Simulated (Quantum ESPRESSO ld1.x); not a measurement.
Results of a calculation; reference values are marked as such.
Task: These are the eigenvalues of the occupied orbitals of an atom or ion with whole-number occupations (eV). Code: ld1.x of Quantum ESPRESSO 7.5. Model: Dirac Kohn-Sham, PBE, spin-unpolarised, spherical densities, point nucleus.

1s1/2: -34347.2
2s1/2: -5343.51
2p1/2: -5020.03
2p3/2: -4695.40
3s1/2: -1092.98
3p1/2: -958.589
3p3/2: -896.929
3d3/2: -660.564
3d5/2: -647.534
4s1/2: -197.242
4p1/2: -149.675
4p3/2: -137.383
4d3/2: -60.4898
4d5/2: -58.5052
5s1/2: -19.7154
5p1/2: -9.0857
5p3/2: -7.8545

Which element is it, and in what charge state? The configuration may be excited. Open shells, if any, fill j = l - 1/2 first.

Result: Z = 54, xenon, charge 0: Xe in [Xe]. The list shows which subshells hold electrons but not how many an open one holds; the 1s level, -1262.2 hartree, gives Z - s = 50.2 by -(Z - s)^2/2, which with screening and relativity narrows Z to a few neighbours, and the depths of the outer levels then fix element, charge and occupations together.
